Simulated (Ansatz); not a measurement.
Worked example: CH6SSn + C3H8N → CH5SSn + C3H9N

Species: CH6SSn `C[S][SnH3]`, singlet; C3H8N `CC[N]C`, doublet; CH5SSn `C[S][SnH2]`, doublet; C3H9N `CCNC`, singlet. A radical takes H: the energy is the difference in strength between the Sn–H bond broken and the N–H bond made.

Shapes, held fixed at every level: PBE0-D4/def2-TZVP. Flexible molecules stand in one conformer, not always the lowest. Programs: Ansatz 0.2.0. The zero-point and thermal change to 298 K, harmonic and unscaled (PBE0-D4/def2-TZVP), is +17.5 kJ/mol.

At CCSD(T)/def2-SVP; 1 Eh = 2625.50 kJ/mol:

| species | energy (Eh) |
| --- | --- |
| CH6SSn | -652.533257 |
| C3H8N | -173.182970 |
| CH5SSn | -651.916286 |
| C3H9N | -173.838569 |

Work out ΔH(298 K) of the reaction at this level.


1. Products less reactants: (-651.916286) + (-173.838569) − [(-652.533257) + (-173.182970)] = -0.038628 Eh = -101.4 kJ/mol.
2. With the thermal change: -101.4 + (+17.5) = -83.9 kJ/mol.

Other levels give -108.1 (SPW92/def2-TZVPP) to -72.2 kJ/mol (wB97X-V/def2-TZVPP). No measured value is set beside it here. Open shells run unrestricted. For atoms past krypton def2 sets carry core potentials with scalar relativity. Outer-core shells of Sn are correlated, in sets that cover them unevenly.
